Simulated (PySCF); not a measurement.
Level of theory: B3LYP-D3(BJ)/def2-TZVP // r2SCAN-D4/def2-SVP (PySCF 2.14.0). All species are isolated molecules in the gas phase. One relaxed conformer stands for a flexible species; it need not be the lowest. B3LYP has the VWN-RPA correlation part, as in Gaussian. 

Reference species: [Cd(OH)(NH2)] (neutral, multiplicity 1).

The HOMO is -6.92 eV. The mean distance from the central atom to its bonded neighbours is 1.984 Å and the charge on the central atom (Mulliken) is 0.81 e. The LUMO is -1.38 eV.

Changed species: [Cd(NH2)2] (2 of 2 OH replaced by NH2; the reference has 1 of 2 OH replaced by NH2).

Q: Predict the effect on the HOMO, mean distance from the central atom to its bonded neighbours, charge on the central atom (Mulliken) and LUMO.

A: the HOMO rises by 0.47 eV, to -6.45 eV; the mean distance from the central atom to its bonded neighbours increases by 0.021 Å, to 2.005 Å; the charge on the central atom (Mulliken) decreases by 0.04 e, to 0.77 e; the LUMO rises by 0.44 eV, to -0.94 eV.
